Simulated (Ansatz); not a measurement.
`C[CH2][Zn][F]` + H₂ → `C[CH2][ZnH]` + H–F at 400 K and 1 bar (hydrogenolysis of a Zn–F bond).

Computed with Ansatz on PBE0-D4/def2-TZVP structures; ΔE is electronic, products minus reactants. CCSD(T)/CBS adds triple-zeta CCSD(T) − MP2 to the extrapolated MP2 energy (def2 sets, frozen cores). This one scheme is used for every species. For Zn outer-core shells are correlated without core-valence functions, which leaves a few kJ/mol of doubt a bond. Scalar relativity is left out up to krypton. Each species was taken in one conformer, which may not be the lowest.

| species | CCSD(T)/CBS energy (Eh) | H − E (kJ/mol) | S (J/(mol·K)) |
| --- | --- | --- | --- |
| `C[CH2][Zn][F]` | -1957.32060 | 202.3 | 349.5 |
| H₂ | -1.17544 | 38.0 | 139.0 |
| `C[CH2][ZnH]` | -1858.07157 | 209.2 | 322.7 |
| H–F | -100.39570 | 36.5 | 182.2 |

H − E and S are ideal-gas, rigid-rotor, harmonic terms from PBE0-D4/def2-TZVP, for one conformer and one mirror image of each species. The MP2-based limit puts H₂ 0.8 mEh under its directly extrapolated value; such offsets cancel only in part. 1 Eh = 2625.50 kJ/mol, R = 8.31446 J/(mol·K).

Q: By hand: ΔE, ΔH, ΔS and ΔG.

A: ΔE = (-1858.07157) + (-100.39570) − (-1957.32060) − (-1.17544) = 0.02877 Eh = 75.5 kJ/mol. Δ(H − E) = 209.2 + 36.5 − 202.3 − 38.0 = 5.4, so ΔH = 80.9 kJ/mol. ΔS = 322.7 + 182.2 − 349.5 − 139.0 = 16.4 J/(mol·K). ΔG = 80.9 − 400 × (16.4)/1000 = 74.3 kJ/mol.

Q: By hand: the equilibrium constant, and the temperature at which ΔG would vanish if ΔH and ΔS stayed fixed.

A: log₁₀ K = −ΔG/(RT ln 10) = -9.7. ΔG = 0 at ΔH/ΔS = 4933 K, far beyond where these terms or the molecules hold.

ΔH outweighs TΔS. A doubt of 5 kJ/mol in ΔE shifts log₁₀ K by 0.7 here. Other conformers and mirror images would add mixing entropy, several J/(mol·K) or more a flexible species. These are equilibria of isolated gas molecules and say nothing of rates. Largest T1 diagnostic: 0.015 (customary marks: 0.02 for closed shells, 0.045 for open ones).
